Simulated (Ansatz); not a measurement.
Cost and result for the atomization energy of BH4SbTe, SMILES `[BH2][SbH][TeH]` (7 atoms, 6 bonds).

The species carries charge 0 and has multiplicity 1. Correlated methods include outer-core shells of Sb, Te, which these sets cover unevenly. Sb, Te: def2 effective core potential. Geometry: relaxed with PBE0-D4/def2-TZVP. Program: Ansatz. All runs use 2 threads of an Arm Neoverse V2 on a shared host. Times are those of one run each, without the atoms' runs, and a repeat can differ threefold. Electronic energies, without spin–orbit coupling; frozen cores. CCSD(T)/CBS adds CCSD(T) − MP2 in def2-TZVPP to the MP2 limit, and its time is that of the two runs behind it. T1 = 0.013. With those shells the extrapolation isn't a true limit.

CCSD(T)/CBS is a level of theory with its own doubt, some kJ/mol a heavy atom from the limit and from the frozen cores, so smaller differences don't rank the functionals.

```json
{"level": "LDA (SPW92)/def2-TZVPP", "functions": "187", "wall time": "1.4 s"}
{"level": "BLYP-D4/def2-TZVPP", "functions": "187", "wall time": "2.4 s"}
{"level": "PBE-D4/def2-TZVPP (with forces)", "functions": "187", "wall time": "3 s"}
{"level": "CAM-B3LYP-D4/def2-TZVPP", "functions": "187", "wall time": "4 s"}
{"level": "r2SCAN-D4/def2-TZVPP (with forces)", "functions": "187", "wall time": "6 s"}
{"level": "B2PLYP/def2-TZVPP", "functions": "187", "wall time": "7 s"}
{"level": "PBE-QIDH/def2-TZVPP", "functions": "187", "wall time": "7 s"}
{"level": "CCSD(T)/def2-SVP", "functions": "86", "wall time": "7 s"}
{"level": "B97M-V/def2-TZVPP", "functions": "187", "wall time": "13 s"}
{"level": "ωB97M-V/def2-TZVPP (with forces)", "functions": "187", "wall time": "17 s"}
{"level": "MP2/def2-QZVPP", "functions": "341", "wall time": "19 s"}
{"level": "CCSD(T)/def2-TZVPP", "functions": "187", "wall time": "2.6 min"}
{"level": "CCSD(T)/CBS(def2)", "functions": "–", "wall time": "2.9 min"}
```

What atomization energy does each give, and how far from CCSD(T)/CBS? (Best estimate.)

The calculation gave: 
```csv
level,atomization (kJ/mol),difference from CCSD(T)/CBS,per bond
LDA (SPW92)/def2-TZVPP,2027.1,259.5,43.3
BLYP-D4/def2-TZVPP,1772.2,4.6,0.8
PBE-D4/def2-TZVPP (with forces),1779.2,11.6,1.9
CAM-B3LYP-D4/def2-TZVPP,1759.2,-8.4,-1.4
r2SCAN-D4/def2-TZVPP (with forces),1753.3,-14.3,-2.4
B2PLYP/def2-TZVPP,1727.7,-39.9,-6.7
PBE-QIDH/def2-TZVPP,1720.0,-47.6,-7.9
CCSD(T)/def2-SVP,1589.2,-178.4,-29.7
B97M-V/def2-TZVPP,1775.2,7.6,1.3
ωB97M-V/def2-TZVPP (with forces),1740.7,-26.9,-4.5
MP2/def2-QZVPP,1720.0,-47.6,-7.9
CCSD(T)/def2-TZVPP,1695.4,-72.2,-12.0
CCSD(T)/CBS(def2),1767.6,0.0,0.0
```

From BLYP to BHLYP (50 % exact exchange), in def2-TZVPP and without D4, the atomization energy moves by −32.8 kJ/mol: exact exchange takes away binding that semilocal exchange gives to molecules. The D4 term adds +30.0 kJ/mol with B3LYP and +15.6 kJ/mol with PBE0; it sums over pairs of atoms, weighted by their polarisabilities, and B3LYP, whose exchange is more repulsive, gets the larger term. Leaving LDA and LC-ωPBE aside and taking each functional with its dispersion term where it has one, the values spread over 59.2 kJ/mol, from PBE-QIDH to PBE-D4. LDA lies +266.1 kJ/mol from PBE without D4, its usual overbinding.

B3LYP here is the variant with VWN-RPA as its local correlation; programs differ in this.

Spin–orbit coupling would lower the free Te atoms strongly, and the atomization energy with them, by more than many differences here.
